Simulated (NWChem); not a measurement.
# NH₃Se₂; SMILES N[Se][SeH]

```xyz
6

Se    -0.4037    -0.9424     0.0085
N      1.1934    -1.8093     0.0129
H      1.7499    -1.6353     0.8464
H      1.7468    -1.6529    -0.8259
Se     0.0514     1.3660     0.0304
H      0.1289     1.5480    -1.4321
```
Atoms are numbered in this order, from 1.

Program: NWChem. Coordinates come from a PBE0/def2-SVP optimisation. Ions are spin-unrestricted doublets at the neutral geometry; other ion states weren't tried.

Question: Predict the results for B3LYP/def2-SVP. Quantities: vertical ionisation energy, ΔSCF (eV); −ε(HOMO) (eV).

Answer: 
```
Property                               Result
-------------------------------------  ------
vertical ionisation energy, ΔSCF (eV)    8.98
−ε(HOMO) (eV)                            6.47
```
